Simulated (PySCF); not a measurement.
# Isomerisation enthalpies of C6H14O

**Experimental background.**

From CRC Handbook of Chemistry and Physics, for the gas at 298.15 K: enthalpy of formation of `CC(C)OC(C)C` (diisopropyl ether) -319.2 kJ/mol; enthalpy of formation of `CCCCCCO` -315.9 kJ/mol; enthalpy of formation of `CCOC(C)(C)C` -313.9 kJ/mol; enthalpy of formation of `CCCOCCC` (di-n-propyl ether) -293 kJ/mol.

How close the calculation comes is told at the end.

Differences of these values give the isomerisation enthalpies. Geometries: PBE0-D3(BJ)/def2-SVP; runs in PySCF, gas phase, with a dispersion term only where the level names one. Total electronic energies (Eh):

```
     SMILES  PBE0-D3(BJ)/def2-SVP  PBE0/pcSseg-1  PBE0/aug-cc-pVDZ  PBE0/cc-pVDZ  PBE0/def2-SVP  PBE0/def2-TZVP
CC(C)OC(C)C            -311.70682     -311.87940        -311.95162    -311.93107     -311.69270      -312.03087
    CCCCCCO            -311.70601     -311.87875        -311.95667    -311.93151     -311.69268      -312.03299
CCOC(C)(C)C            -311.70458     -311.87697        -311.94972    -311.92830     -311.69000      -312.02858
    CCCOCCC            -311.69721     -311.86986        -311.94339    -311.92257     -311.68431      -312.02270
```

Geometry of `CC(C)OC(C)C` (Å):
```
atom  x, y, z in Å
C1     1.3981    0.7978    0.8484
C2     0.7221   -0.4381    0.2717
C3     1.7056   -1.3691   -0.4100
O4    -0.2412   -0.0748   -0.6936
C5    -1.5192    0.2682   -0.2025
C6    -2.1440    1.2130   -1.2102
C7    -2.3618   -0.9795    0.0218
H8     0.6696    1.4613    1.3385
H9     2.1580    0.5233    1.5957
H10    1.8881    1.3656    0.0425
H11    0.2294   -0.9914    1.0968
H12    1.1872   -2.2601   -0.7920
H13    2.4975   -1.6887    0.2832
H14    2.1749   -0.8570   -1.2641
H15   -1.4144    0.8045    0.7624
H16   -3.1504    1.5240   -0.8934
H17   -2.2240    0.7168   -2.1896
H18   -1.5184    2.1086   -1.3334
H19   -1.8861   -1.6596    0.7444
H20   -2.4854   -1.5233   -0.9275
H21   -3.3589   -0.7219    0.4100
```

Geometry of `CCCCCCO` (Å):
```
atom  x, y, z in Å
C1    -3.4844   -0.0392    0.1763
C2    -2.1256    0.5443   -0.1763
C3    -0.9618   -0.3619    0.2005
C4     0.4029    0.2138   -0.1487
C5     1.5641   -0.6929    0.2292
C6     2.9264   -0.1126   -0.1120
O7     3.9878   -0.9790    0.1848
H8    -3.5695   -0.2280    1.2587
H9    -4.3050    0.6366   -0.1084
H10   -3.6516   -0.9999   -0.3370
H11   -2.0824    0.7571   -1.2593
H12   -1.9996    1.5214    0.3230
H13   -1.0838   -1.3405   -0.2985
H14   -1.0018   -0.5754    1.2845
H15    0.4421    0.4252   -1.2328
H16    0.5227    1.1933    0.3494
H17    1.4669   -1.6705   -0.2736
H18    1.5260   -0.9030    1.3152
H19    2.9827    0.0860   -1.1951
H20    3.0454    0.8714    0.3888
H21    3.9568   -1.1699    1.1279
```

Geometry of `CCOC(C)(C)C` (Å):
```
atom  x, y, z in Å
C1     2.0403   -0.5189    0.1875
C2     0.6116   -0.7955   -0.2201
O3    -0.2140    0.0942    0.4770
C4    -1.6206    0.0308    0.2714
C5    -2.1662    1.1279    1.1757
C6    -1.9769    0.3261   -1.1858
C7    -2.1776   -1.3273    0.6993
H8     2.1628   -0.6573    1.2719
H9     2.7342   -1.1948   -0.3338
H10    2.3133    0.5191   -0.0536
H11    0.5042   -0.6727   -1.3158
H12    0.3544   -1.8486    0.0077
H13   -1.7390    2.0990    0.8863
H14   -1.8825    0.9289    2.2194
H15   -3.2624    1.1887    1.1110
H16   -1.6356   -0.4705   -1.8638
H17   -3.0670    0.4137   -1.3049
H18   -1.5161    1.2734   -1.5040
H19   -1.8376   -2.1397    0.0398
H20   -1.8610   -1.5596    1.7273
H21   -3.2772   -1.3183    0.6688
```

Geometry of `CCCOCCC` (Å):
```
atom  x, y, z in Å
C1    -2.8651    1.2922    0.1090
C2    -1.8805    0.1441   -0.0326
C3    -0.4611    0.5403    0.3131
O4     0.3736   -0.5699    0.1501
C5     1.7009   -0.3827    0.5520
C6     2.5427    0.4187   -0.4313
C7     4.0008    0.5009   -0.0107
H8    -2.6033    2.1331   -0.5535
H9    -2.8881    1.6801    1.1403
H10   -3.8872    0.9767   -0.1472
H11   -2.1700   -0.6994    0.6158
H12   -1.8857   -0.2455   -1.0640
H13   -0.4118    0.9087    1.3609
H14   -0.1444    1.3864   -0.3315
H15    1.7378    0.0959    1.5542
H16    2.1343   -1.3907    0.6645
H17    2.1294    1.4362   -0.5346
H18    2.4513   -0.0548   -1.4233
H19    4.1104    0.9910    0.9704
H20    4.4528   -0.5010    0.0704
H21    4.5979    1.0753   -0.7343
```

Zero-point and thermal terms are left out, so the computed numbers are electronic energies.

## Comparison

Relative to `CC(C)OC(C)C`, the lowest by measurement, in kJ/mol (measured: enthalpies at 298.15 K; computed: electronic energies):

| SMILES | measured | PBE0-D3(BJ)/def2-SVP | PBE0/pcSseg-1 | PBE0/aug-cc-pVDZ | PBE0/cc-pVDZ | PBE0/def2-SVP | PBE0/def2-TZVP |
| --- | --- | --- | --- | --- | --- | --- | --- |
| CC(C)OC(C)C | 0.0 | 0.0 | 0.0 | 0.0 | 0.0 | 0.0 | 0.0 |
| CCCCCCO | 3.3 | 2.1 | 1.7 | -13.3 | -1.1 | 0.0 | -5.6 |
| CCOC(C)(C)C | 5.3 | 5.9 | 6.4 | 5.0 | 7.3 | 7.1 | 6.0 |
| CCCOCCC | 26.2 | 25.2 | 25.0 | 21.6 | 22.3 | 22.0 | 21.4 |

Measured values: -319.2 kJ/mol (298.15 K; CRC Handbook of Chemistry and Physics) for the first row; the others come from the same table. Mean unsigned miss over the other isomers: PBE0-D3(BJ)/def2-SVP 0.9, PBE0/pcSseg-1 1.3, PBE0/def2-SVP 3.1, PBE0/cc-pVDZ 3.4, PBE0/def2-TZVP 4.8, PBE0/aug-cc-pVDZ 7.2 kJ/mol. PBE0/aug-cc-pVDZ, PBE0/cc-pVDZ and PBE0/def2-TZVP put another isomer lowest. One conformer stands for `CC(C)OC(C)C`, `CCCCCCO`, `CCOC(C)(C)C` and `CCCOCCC`, not necessarily the lowest, while the measurement averages over conformers. Where a level misses, the cause wasn't examined.
